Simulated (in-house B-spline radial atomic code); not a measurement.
# Ionising Ga⁸⁺ with different functionals

Computed with an all-electron radial atomic-structure program (B-spline basis): non-relativistic Hamiltonian, point nucleus, spin-polarised at highest spin, spherical fractional occupations for the functionals, the average over the highest-spin determinants for Hartree-Fock. The ionisation energy is the difference of two self-consistent energies, [Ar] 3d5 → [Ar] 3d4, without Breit or QED terms; ε is the level of the shell that loses the electron (its least bound occupied spin orbital). There is no spin-orbit coupling in this Hamiltonian.

Hybrids are left out here: with spherical fractional occupations of an open shell their exact exchange keeps a self-interaction that integer-occupation calculations don't have.

| method | rung | ΔSCF (eV) | -ε(3d) (eV) |
| --- | --- | --- | --- |
| Hartree-Fock | Hartree-Fock | 211.90 | 214.29 |
| LDA VWN5 | LDA | 212.28 | 195.69 |
| LDA PW92 | LDA | 212.26 | 195.68 |
| LDA exchange-only | LDA | 210.39 | 193.85 |
| PBE | GGA | 212.11 | 195.53 |
| PBEsol | GGA | 212.04 | 195.47 |
| BLYP | GGA | 211.95 | 195.35 |
| RPBE | GGA | 212.07 | 195.49 |
| PW91 | GGA | 212.27 | 195.68 |
| BP86 | GGA | 212.10 | 195.51 |
| AM05 | GGA | 212.09 | 195.50 |
| OLYP | GGA | 213.26 | 196.63 |
| TPSS | meta-GGA | 212.06 | 195.51 |
| SCAN | meta-GGA | 213.38 | 196.94 |
| r2SCAN | meta-GGA | 213.38 | 196.95 |
| M06-L | meta-GGA | 213.43 | 196.99 |
| revTPSS | meta-GGA | 212.01 | 195.46 |

Problem. How do they compare with the NIST value?

Solution. NIST lists 211 eV ± 2.2 (tabulated theory, ground level to ground level). Errors run from -0.61 to +2.43 eV; all lie within about twice that uncertainty, so the table can't rank the methods. Hartree-Fock also lacks correlation.
